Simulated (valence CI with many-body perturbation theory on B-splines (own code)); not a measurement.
**Dy34+: electric-dipole lines**

Level of theory: relativistic CI+MBPT: four valence electrons over a frozen Dirac-Fock core [Ar] 3d10, a basis of 11 s, 11 p, 9 d, 7 f, 5 g, 2 h, 1 i functions for each j, with the one-electron correlation potential Σ1, the two-electron term Σ2, the three-electron term Σ3, Breit, model QED; selected CI, second order for the rest (own B-spline code, finite nucleus).

The last digits are not significant, and no measured levels were compared; by estimate large intervals hold to a few tenths of a per cent, small ones and those within an open d or f shell to about a per cent.

Lines 1 to 50 of 238 in falling wavelength, among levels below 2792300 cm⁻¹, chosen from the strongest by gf and those to the six lowest levels. Wavelengths and rates use the calculated energies. Electric multipoles are in the length gauge, E1 and E2 with the static RPA response of the core. Weak lines are less certain than strong ones. Lines between different terms over intervals too small for the method are left out, as are lines whose strength nearly cancels. Where a level lies close to another of its J and parity, the split of strength between their lines is uncertain. The highest levels of a list are the least certain.

Levels are named by their leading jj configuration (3d3/2^4 stands for four electrons in 3d with j = 3/2), which in mixed levels can hold well under half, so a name can repeat and another be missing. Letters in brackets count levels of one name in rising energy.

```tsv
λ vac (Å)	Upper	Lower	A (s⁻¹)	log gf	Branch %
558.4	(4s 4p1/2^2 4p3/2) J=2	(4s^2 4p3/2^2) J=2	3.49e+06	-3.09	0.0
465.6	(4s 4p1/2^2 4p3/2) J=1	(4s^2 4p3/2^2) J=0	4.96e+06	-3.32	0.0
359.1	(4s 4p1/2^2 4p3/2) J=1	(4s^2 4p3/2^2) J=2	4.57e+07	-2.58	0.0
206.4	(4s 4p1/2 4p3/2 4d3/2) J=3 [a]	(4s^2 4p3/2 4d3/2) J=2	1.72e+09	-1.11	5.3
197.9	(4s 4p1/2 4p3/2 4d3/2) J=4	(4s^2 4p3/2 4d3/2) J=3	3.61e+09	-0.72	62.2
189.8	(4s 4p1/2 4p3/2 4d5/2) J=4 [a]	(4s^2 4p3/2 4d5/2) J=4	1.71e+09	-1.08	66.9
189.2	(4s 4p1/2 4p3/2 4d5/2) J=3 [a]	(4s^2 4p3/2 4d5/2) J=2	2.35e+09	-1.05	1.0
187.9	(4s 4p1/2 4p3/2^2) J=2 [a]	(4s^2 4p3/2^2) J=2	1.01e+09	-1.57	8.3
184.1	(4s 4p1/2 4p3/2 4d5/2) J=4 [b]	(4s^2 4p3/2 4d5/2) J=3	4.83e+09	-0.66	2.4
182.6	(4s 4p1/2^2 4d3/2) J=2	(4s 4p1/2 4p3/2^2) J=1 [a]	3.74e+09	-1.03	16.5
178.7	(4s 4p1/2^2 4d5/2) J=3	(4s^2 4p1/2 4d5/2) J=2	4.31e+09	-0.84	3.3
176.0	(4s^2 4p1/2 4d3/2) J=2	(4s^2 4p3/2^2) J=2	6.05e+08	-1.85	87.7
175.0	(4s 4p1/2 4p3/2 4d3/2) J=3 [b]	(4s^2 4p3/2 4d3/2) J=3	2.17e+09	-1.16	0.4
174.6	(4s 4p1/2 4p3/2 4d3/2) J=2 [b]	(4s^2 4p3/2 4d3/2) J=2	2.77e+09	-1.20	1.7
172.8	(4s 4p1/2^2 4d5/2) J=3	(4s^2 4p1/2 4d5/2) J=3	4.73e+09	-0.83	3.6
172.6	(4s 4p1/2 4p3/2 4d3/2) J=2 [b]	(4s^2 4p3/2 4d3/2) J=1	2.93e+09	-1.18	1.8
172.2	(4s 4p1/2 4p3/2 4d3/2) J=3 [c]	(4s^2 4p3/2 4d3/2) J=3	2.79e+09	-1.06	3.2
170.6	(4s 4p1/2 4p3/2 4d5/2) J=5	(4s^2 4p3/2 4d5/2) J=4	8.26e+09	-0.40	100.0
170.4	(4s 4p1/2^2 4p3/2) J=2	(4s^2 4p1/2 4p3/2) J=2	5.55e+09	-0.92	42.0
170.0	(4p1/2^2 4p3/2^2) J=2	(4s 4p1/2 4p3/2^2) J=2 [b]	4.79e+09	-0.98	3.0
169.6	(4s 4p1/2 4p3/2^2) J=3	(4s^2 4p3/2^2) J=2	6.93e+09	-0.68	54.6
169.5	(4s 4p1/2 4p3/2 4d3/2) J=3 [b]	(4s^2 4p3/2 4d3/2) J=2	2.23e+09	-1.17	0.4
168.1	(4s 4p1/2 4p3/2 4d5/2) J=2 [c]	(4s^2 4p3/2 4d5/2) J=1	4.92e+09	-0.98	1.0
166.5	(4s 4p1/2 4p3/2^2) J=1 [a]	(4s^2 4p3/2^2) J=0	1.02e+09	-1.89	0.2
163.4	(4s 4p1/2 4p3/2 4d3/2) J=2 [c]	(4s^2 4p3/2 4d3/2) J=2	3.66e+09	-1.14	0.5
162.4	(4s 4p1/2^2 4p3/2) J=2	(4s^2 4p1/2 4p3/2) J=1	7.65e+09	-0.82	57.9
161.9	(4s 4p1/2 4p3/2 4d5/2) J=3 [d]	(4s^2 4p3/2 4d5/2) J=3	3.27e+09	-1.05	0.7
158.7	(4s 4p1/2^2 4d3/2) J=1	(4s^2 4p1/2 4d3/2) J=2	1.15e+10	-0.88	37.1
156.9	(4s 4p1/2 4p3/2 4d3/2) J=1 [c]	(4s^2 4p3/2 4d3/2) J=1	5.83e+09	-1.19	1.4
155.3	(4s 4p1/2^2 4d3/2) J=2	(4s^2 4p1/2 4d3/2) J=2	9.26e+09	-0.78	40.8
155.1	(4s 4p1/2 4p3/2^2) J=1 [b]	(4s^2 4p3/2^2) J=0	7.91e+09	-1.07	2.2
153.8	(4s 4p1/2 4p3/2 4d5/2) J=1 [a]	(4s 4p3/2^3) J=2	1.26e+10	-0.87	7.9
150.8	(4s 4p1/2^2 4d5/2) J=2	(4s^2 4p1/2 4d5/2) J=2	6.75e+09	-0.94	2.4
150.6	(4s 4p1/2 4p3/2^2) J=1 [a]	(4s^2 4p3/2^2) J=2	5.35e+09	-1.26	1.1
148.2	(4p1/2^2 4p3/2^2) J=0	(4s 4p1/2 4p3/2^2) J=1 [b]	5.03e+10	-0.78	20.8
147.8	(4s 4p1/2^2 4d5/2) J=2	(4s 4p1/2 4p3/2^2) J=1 [c]	5.69e+09	-1.03	2.0
147.7	(4s 4p1/2 4p3/2 4d5/2) J=2 [d]	(4s^2 4p3/2 4d5/2) J=2	5.61e+09	-1.04	1.1
146.9	(4s 4p1/2 4p3/2 4d3/2) J=2 [d]	(4s^2 4p3/2 4d3/2) J=3	7.73e+09	-0.90	1.3
146.6	(4s 4p1/2^2 4d5/2) J=2	(4s^2 4p1/2 4d5/2) J=3	1.51e+10	-0.61	5.3
145.8	(4s 4p1/2 4p3/2^2) J=1 [c]	(4s^2 4p3/2^2) J=0	1.73e+09	-1.78	0.3
145.7	(4s 4p1/2^2 4p3/2) J=1	(4s^2 4p1/2 4p3/2) J=2	1.93e+10	-0.74	12.5
144.0	(4s 4p1/2 4p3/2 4d5/2) J=3 [c]	(4s^2 4p3/2 4d5/2) J=4	1.22e+10	-0.58	4.9
143.6	(4s 4p1/2 4p3/2 4d5/2) J=4 [c]	(4s^2 4p3/2 4d5/2) J=4	9.54e+09	-0.58	13.8
143.6	(4s 4p1/2 4p3/2 4d5/2) J=2 [e]	(4s^2 4p3/2 4d5/2) J=2	4.87e+09	-1.12	0.7
143.3	(4s 4p1/2 4p3/2 4d5/2) J=2 [d]	(4s 4p3/2^3) J=1	6.98e+09	-0.97	1.4
142.0	(4s^2 4p1/2 4f7/2) J=4	(4s^2 4p3/2 4d5/2) J=3	2.77e+09	-1.12	1.0
141.1	(4s 4p1/2 4p3/2^2) J=1 [b]	(4s^2 4p3/2^2) J=2	3.19e+07	-3.54	0.0
141.1	(4s 4p1/2 4p3/2 4d5/2) J=3 [a]	(4s 4p3/2^3) J=2	3.91e+09	-1.09	1.7
140.9	(4s 4p1/2 4p3/2 4d5/2) J=2 [b]	(4s 4p3/2^3) J=2	1.20e+10	-0.75	4.1
140.9	(4p1/2^2 4p3/2^2) J=2	(4s 4p1/2 4p3/2^2) J=3	2.94e+10	-0.36	18.5
```

**Question.** How does gf follow from A for the line at 189.8 Å?

**Answer.** gf = 1.4992 × (2J+1)_upper × A / σ², with σ = 526857 cm⁻¹ and 2J+1 = 9: gf = 0.0832.
